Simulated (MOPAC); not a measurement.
MOPAC input (PM3):

```
PM3 PRECISE GNORM=0.05 LET XYZ CHARGE=1 GEO-OK AUX(PRECISION=9) THREADS=1
C3H12NSi

C     1.11883000 1   -1.52529800 1   -0.09991500 1
Si    0.07122600 1   -0.00195000 1   -0.15742900 1
C    -1.40982400 1   -0.09405900 1   -1.26168400 1
C     0.99507600 1    1.60007600 1   -0.19462700 1
N    -0.72647600 1    0.01989400 1    1.60572300 1
H     1.62821400 1   -1.64321700 1   -1.05998900 1
H     1.89306700 1   -1.46909000 1    0.66800700 1
H     0.52911100 1   -2.42985600 1    0.06232000 1
H    -2.06557600 1    0.77203000 1   -1.15126300 1
H    -1.99573100 1   -1.00068000 1   -1.09720300 1
H    -1.07676000 1   -0.11267200 1   -2.30276200 1
H     1.76984800 1    1.65143500 1    0.57310000 1
H     0.33548800 1    2.46339500 1   -0.08540900 1
H     1.49544100 1    1.69983700 1   -1.16147800 1
H    -1.35137800 1    0.81788300 1    1.73031400 1
H    -1.27739700 1   -0.82122500 1    1.78409300 1
H    -0.02064200 1    0.07589500 1    2.34157100 1
```

Output:

```
 *******************************************************************************
 **                                                                           **
 **                              MOPAC v23.2.5                                **
 **                                                                           **
 *******************************************************************************
 ** MOPAC's Digital Object Identifier: https://doi.org/10.5281/zenodo.6511958 **
 **                                                                           **
 ** Please cite the open-source release paper for use of this MOPAC version:  **
 ** J. E. Moussa and J. J. P. Stewart (2026)                                  **
 ** MOPAC: An open-source semiempirical molecular orbital program             **
 ** J. Open Source Softw., 11(119), 8025, https://doi.org/10.21105/joss.08025 **
 *******************************************************************************

                              PM3 CALCULATION RESULTS

 *******************************************************************************
 *  PM3        - The PM3 Hamiltonian to be used
 *  GEO-OK     - OVERRIDE INTERATOMIC DISTANCE AND OTHER SAFETY CHECKS
 *
 *
 *
 *                 CHARGE ON SYSTEM = +1
 *
 *
 *
 *  LET        - OVERRIDE SOME SAFETY CHECKS
 *  PRECISE    - TIGHTER CRITERIA TO BE USED
 *  XYZ        - CARTESIAN COORDINATE SYSTEM TO BE USED
 *  GNORM      - EXIT WHEN GRADIENT NORM DROPS BELOW 0.050
 *  AUX        - OUTPUT AUXILIARY INFORMATION
 *******************************************************************************
PM3 PRECISE GNORM=0.05 LET XYZ CHARGE=1 GEO-OK AUX(PRECISION=9) THREADS=1
 C3H12NSi

   ATOM   CHEMICAL          X               Y               Z
  NUMBER   SYMBOL      (ANGSTROMS)     (ANGSTROMS)     (ANGSTROMS)

     1       C          1.11883000  *  -1.52529800  *  -0.09991500  *
     2      Si          0.07122600  *  -0.00195000  *  -0.15742900  *
     3       C         -1.40982400  *  -0.09405900  *  -1.26168400  *
     4       C          0.99507600  *   1.60007600  *  -0.19462700  *
     5       N         -0.72647600  *   0.01989400  *   1.60572300  *
     6       H          1.62821400  *  -1.64321700  *  -1.05998900  *
     7       H          1.89306700  *  -1.46909000  *   0.66800700  *
     8       H          0.52911100  *  -2.42985600  *   0.06232000  *
     9       H         -2.06557600  *   0.77203000  *  -1.15126300  *
    10       H         -1.99573100  *  -1.00068000  *  -1.09720300  *
    11       H         -1.07676000  *  -0.11267200  *  -2.30276200  *
    12       H          1.76984800  *   1.65143500  *   0.57310000  *
    13       H          0.33548800  *   2.46339500  *  -0.08540900  *
    14       H          1.49544100  *   1.69983700  *  -1.16147800  *
    15       H         -1.35137800  *   0.81788300  *   1.73031400  *
    16       H         -1.27739700  *  -0.82122500  *   1.78409300  *
    17       H         -0.02064200  *   0.07589500  *   2.34157100  *

          CARTESIAN COORDINATES

    NO.       ATOM           X           Y           Z

     1         C          1.1188     -1.5253     -0.0999
     2        Si          0.0712     -0.0020     -0.1574
     3         C         -1.4098     -0.0941     -1.2617
     4         C          0.9951      1.6001     -0.1946
     5         N         -0.7265      0.0199      1.6057
     6         H          1.6282     -1.6432     -1.0600
     7         H          1.8931     -1.4691      0.6680
     8         H          0.5291     -2.4299      0.0623
     9         H         -2.0656      0.7720     -1.1513
    10         H         -1.9957     -1.0007     -1.0972
    11         H         -1.0768     -0.1127     -2.3028
    12         H          1.7698      1.6514      0.5731
    13         H          0.3355      2.4634     -0.0854
    14         H          1.4954      1.6998     -1.1615
    15         H         -1.3514      0.8179      1.7303
    16         H         -1.2774     -0.8212      1.7841
    17         H         -0.0206      0.0759      2.3416

  H: (PM3): J. J. P. STEWART, J. COMP. CHEM. 10, 209 (1989).
  C: (PM3): J. J. P. STEWART, J. COMP. CHEM. 10, 209 (1989).
  N: (PM3): J. J. P. STEWART, J. COMP. CHEM. 10, 209 (1989).
 Si: (PM3): J. J. P. STEWART, J. COMP. CHEM. 10, 209 (1989).

           Empirical Formula: C3 H12 N Si  =    17 atoms

      MOLECULAR POINT GROUP   :   C3v

      RHF CALCULATION, NO. OF DOUBLY OCCUPIED LEVELS = 16

          Geometry optimization using EF

          DIAGONAL MATRIX USED AS START HESSIAN

 CYCLE:     1  GRAD.:    40.054 HEAT:  83.43606
 CYCLE:     2  GRAD.:   194.473 HEAT:  95.42739
 CYCLE:     3  GRAD.:    77.920 HEAT:  84.58661
 CYCLE:     4  GRAD.:   126.280 HEAT:  91.28274
 CYCLE:     5  GRAD.:    89.027 HEAT:  87.12786
 CYCLE:     6  GRAD.:   116.642 HEAT:  88.08601
 CYCLE:     7  GRAD.:    92.861 HEAT:  85.14883
 CYCLE:     8  GRAD.:   183.970 HEAT:  95.67193
 CYCLE:     9  GRAD.:    13.799 HEAT:  82.56401
 CYCLE:    10  GRAD.:     6.612 HEAT:  82.47377
 CYCLE:    11  GRAD.:    13.492 HEAT:  82.48265
 CYCLE:    12  GRAD.:    18.547 HEAT:  82.60249
 CYCLE:    13  GRAD.:     4.257 HEAT:  82.43610
 CYCLE:    14  GRAD.:    18.504 HEAT:  82.53834
 CYCLE:    15  GRAD.:     3.188 HEAT:  82.42920
 CYCLE:    16  GRAD.:    18.898 HEAT:  82.52719
 CYCLE:    17  GRAD.:     3.053 HEAT:  82.42634
 CYCLE:    18  GRAD.:    18.895 HEAT:  82.52663
 CYCLE:    19  GRAD.:     3.785 HEAT:  82.42583
 CYCLE:    20  GRAD.:    22.151 HEAT:  82.58177
 CYCLE:    21  GRAD.:     1.079 HEAT:  82.41995
 CYCLE:    22  GRAD.:     3.256 HEAT:  82.42181
 CYCLE:    23  GRAD.:     3.400 HEAT:  82.42185
 CYCLE:    24  GRAD.:     2.736 HEAT:  82.41986
 CYCLE:    25  GRAD.:     3.972 HEAT:  82.42059
 CYCLE:    26  GRAD.:     3.325 HEAT:  82.42033
 CYCLE:    27  GRAD.:     2.434 HEAT:  82.41572
 CYCLE:    28  GRAD.:     5.999 HEAT:  82.42902
 CYCLE:    29  GRAD.:     1.019 HEAT:  82.41323
 CYCLE:    30  GRAD.:     2.450 HEAT:  82.41558
 CYCLE:    31  GRAD.:     1.608 HEAT:  82.41292
 CYCLE:    32  GRAD.:     4.647 HEAT:  82.42201
 CYCLE:    33  GRAD.:     0.089 HEAT:  82.41187
 CYCLE:    34  GRAD.:     0.063 HEAT:  82.41177
 CYCLE:    35  GRAD.:     0.089 HEAT:  82.41167
 CYCLE:    36  GRAD.:     0.201 HEAT:  82.41169
 CYCLE:    37  GRAD.:     0.029 HEAT:  82.41166

     GRADIENT =  0.02940 IS LESS THAN CUTOFF =  0.05000

 -------------------------------------------------------------------------------
 PM3 PRECISE GNORM=0.05 LET XYZ CHARGE=1 GEO-OK AUX(PRECISION=9) THREADS=1
 C3H12NSi

     GEOMETRY OPTIMISED USING EIGENVECTOR FOLLOWING (EF).
     SCF FIELD WAS ACHIEVED

                              PM3 CALCULATION
                                                       MOPAC v23.2.5 Linux

          FINAL HEAT OF FORMATION =         82.41166 KCAL/MOL =     344.81037 KJ/MOL

          COSMO AREA              =        142.49 SQUARE ANGSTROMS
          COSMO VOLUME            =        138.17 CUBIC ANGSTROMS

          GRADIENT NORM           =          0.02940          =       0.00713 PER ATOM
          IONIZATION POTENTIAL    =         15.242123 EV
          HOMO LUMO ENERGIES (EV) =        -15.242 -5.194
          NO. OF FILLED LEVELS    =         16
          MOLECULAR WEIGHT        =         90.2200         POINT GROUP:  C3v

          MOLECULAR DIMENSIONS (Angstroms)

            Atom       Atom       Distance
            H    12    H    10     4.92955
            H     6    H    15     4.75477
            H     7    H    14     3.50672

          SCF CALCULATIONS        =         38

   ATOM   CHEMICAL          X               Y               Z
  NUMBER   SYMBOL      (ANGSTROMS)     (ANGSTROMS)     (ANGSTROMS)

     1       C          1.11628508  *  -1.51654568  *  -0.10809273  *
     2      Si          0.05271476  *  -0.00144372  *  -0.11654938  *
     3       C         -1.39765158  *  -0.09360992  *  -1.26311557  *
     4       C          0.99327021  *   1.59065953  *  -0.20225944  *
     5       N         -0.73073602  *   0.02001162  *   1.61513366  *
     6       H          1.62105064  *  -1.62036036  *  -1.08060817  *
     7       H          1.91091727  *  -1.48781878  *   0.64683060  *
     8       H          0.55260758  *  -2.44461434  *   0.04397986  *
     9       H         -2.07235391  *   0.76696969  *  -1.18343411  *
    10       H         -2.00260700  *  -0.99828275  *  -1.12984942  *
    11       H         -1.04530450  *  -0.11134137  *  -2.30564544  *
    12       H          1.78599888  *   1.67034742  *   0.55101184  *
    13       H          0.35775347  *   2.47882056  *  -0.10503093  *
    14       H          1.49042667  *   1.67511362  *  -1.18054994  *
    15       H         -1.34518942  *   0.80817379  *   1.73213505  *
    16       H         -1.27220742  *  -0.81083668  *   1.78521645  *
    17       H         -0.03081125  *   0.07519568  *   2.33588951  *

                             CARTESIAN COORDINATES

   1    C        1.116285082    -1.516545684    -0.108092725
   2   Si        0.052714764    -0.001443724    -0.116549376
   3    C       -1.397651580    -0.093609916    -1.263115569
   4    C        0.993270214     1.590659531    -0.202259435
   5    N       -0.730736018     0.020011617     1.615133661
   6    H        1.621050642    -1.620360362    -1.080608173
   7    H        1.910917271    -1.487818780     0.646830604
   8    H        0.552607576    -2.444614336     0.043979863
   9    H       -2.072353911     0.766969686    -1.183434113
  10    H       -2.002607004    -0.998282753    -1.129849417
  11    H       -1.045304499    -0.111341367    -2.305645436
  12    H        1.785998880     1.670347415     0.551011843
  13    H        0.357753474     2.478820557    -0.105030934
  14    H        1.490426671     1.675113618    -1.180549943
  15    H       -1.345189418     0.808173789     1.732135050
  16    H       -1.272207421    -0.810836681     1.785216446
  17    H       -0.030811247     0.075195675     2.335889510

           Empirical Formula: C3 H12 N Si  =    17 atoms

      MOLECULAR POINT GROUP   :   C3v

                  EIGENVALUES
 -37.12370 -33.67060 -32.46665 -32.46650 -22.23593 -22.23586 -20.38497 -18.45245
 -18.15453 -18.15448 -17.23068 -17.23064 -17.21607 -16.30720 -15.24226 -15.24212
  -5.19355  -3.61709  -3.08972  -3.08970  -2.87693  -1.65227  -1.65221   0.42729
   0.42731   0.44419   0.47490   0.50146   0.50149   0.58260   0.68960   0.68961

              NET ATOMIC CHARGES AND DIPOLE CONTRIBUTIONS

  ATOM NO.   TYPE          CHARGE      No. of ELECS.   s-Pop       p-Pop
    1          C          -0.360547        4.3605     1.16615     3.19439
    2         Si           0.740525        3.2595     1.02597     2.23350
    3          C          -0.360557        4.3606     1.16615     3.19441
    4          C          -0.360545        4.3605     1.16615     3.19439
    5          N           0.444790        4.5552     1.22984     3.32537
    6          H           0.103239        0.8968     0.89676
    7          H           0.080087        0.9199     0.91991
    8          H           0.080088        0.9199     0.91991
    9          H           0.080090        0.9199     0.91991
   10          H           0.080089        0.9199     0.91991
   11          H           0.103242        0.8968     0.89676
   12          H           0.080090        0.9199     0.91991
   13          H           0.080086        0.9199     0.91991
   14          H           0.103239        0.8968     0.89676
   15          H           0.035361        0.9646     0.96464
   16          H           0.035360        0.9646     0.96464
   17          H           0.035363        0.9646     0.96464
 DIPOLE           X         Y         Z       TOTAL
 POINT-CHG.    -1.813     0.050     4.008     4.400
 HYBRID        -0.198     0.005     0.438     0.481
 SUM           -2.012     0.055     4.446     4.880

          ATOMIC ORBITAL ELECTRON POPULATIONS

     Atom    s        px        py        pz
    1  C   1.16615   1.06394   1.05791   1.07254
    2 Si   1.02597   0.77977   0.81641   0.63732
    3  C   1.16615   1.05608   1.05615   1.08218
    4  C   1.16615   1.06333   1.05780   1.07326
    5  N   1.22984   1.06808   1.02613   1.23116
    6  H   0.89676
    7  H   0.91991
    8  H   0.91991
    9  H   0.91991
   10  H   0.91991
   11  H   0.89676
   12  H   0.91991
   13  H   0.91991
   14  H   0.89676
   15  H   0.96464
   16  H   0.96464
   17  H   0.96464

 **********************
 *                    *
 * JOB ENDED NORMALLY *
 *                    *
 **********************

 == MOPAC DONE ==
```

The dipole moment of an ion depends on the origin.

The geometry given is a B3LYP-D3(BJ)/def2-TZVP minimum.
